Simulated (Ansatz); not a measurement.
One change: `FC(F)=C(F)Cl` becomes `FC(F)=C(F)I`.

Ansatz, PBE0-D4/def2-TZVP geometries, multiplicity 1. 

Elements past krypton have def2 core potentials.

| property | `FC(F)=C(F)Cl` |
| --- | --- |
| HOMO–LUMO gap (PBE/def2-TZVPP) / eV | 5.35 |
| HOMO energy (ωB97M-V/def2-TZVPP) / eV | -9.64 |
| HOMO energy (B3LYP/def2-TZVPP) / eV | -7.23 |
| size of the dipole moment (ωB97M-V/def2-TZVPP) / D | 0.44 |
| HOMO–LUMO gap (B3LYP/def2-TZVPP) / eV | 7.23 |
| size of the dipole moment (B3LYP/def2-TZVPP) / D | 0.46 |

Question: Give the same properties after the change, and the shifts. (An estimate is asked.)

Answer: Computed: 
```tsv
property	`FC(F)=C(F)I`	shift
HOMO–LUMO gap (PBE/def2-TZVPP) / eV	3.75	-1.60
HOMO energy (ωB97M-V/def2-TZVPP) / eV	-9.32	0.32
HOMO energy (B3LYP/def2-TZVPP) / eV	-6.98	0.25
size of the dipole moment (ωB97M-V/def2-TZVPP) / D	0.87	0.43
HOMO–LUMO gap (B3LYP/def2-TZVPP) / eV	5.43	-1.80
size of the dipole moment (B3LYP/def2-TZVPP) / D	0.90	0.44
```

With PBE0 the HOMO rises by 0.24 eV and the LUMO falls by 1.59 eV, so the gap narrows by about 1.83 eV. PBE moves the HOMO by 0.12 eV and ωB97M-V by 0.32 eV. Dipoles are sizes alone; their direction can turn.

B3LYP here is the variant with VWN-RPA as its local correlation; programs differ in this.

Spin–orbit coupling is left out; it splits and shifts lone-pair levels of the heavy atoms by tenths of an eV.
